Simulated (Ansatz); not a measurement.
```xyz
9

C     0.0216   -0.0451   -0.0011
C    -0.0198    0.0390    1.5442
O    -0.0204    1.3342   -0.4043
H    -0.8630   -0.5064   -0.4214
H     0.8492   -0.4827   -0.3896
H     0.0382   -1.0146    1.9135
H     0.8505    0.5446    1.8856
H    -0.8451    0.5173    1.9059
H    -0.0008    1.4240   -1.3750
```

Basis set: 6-31G* (spherical functions). Correlated methods keep 3 orbitals frozen. Charge 0, multiplicity 1.

Computed with Ansatz (development build ahead of 0.2.0); each method stands on the lowest determinant of its kind that the runs found. Restricted open shells among the atoms or ions are ROHF, correlated in semicanonical orbitals with singles.

Give the atomization energy at this shape (free ground-state atoms in the same class of orbitals less the molecule, no zero-point energy) of singlet C₂H₆O by RHF-MP2, RHF.

```tsv
method	atomization energy
RHF-MP2	732.46 kcal/mol
RHF	589.41 kcal/mol
```

Caution: the shape is not the minimum.
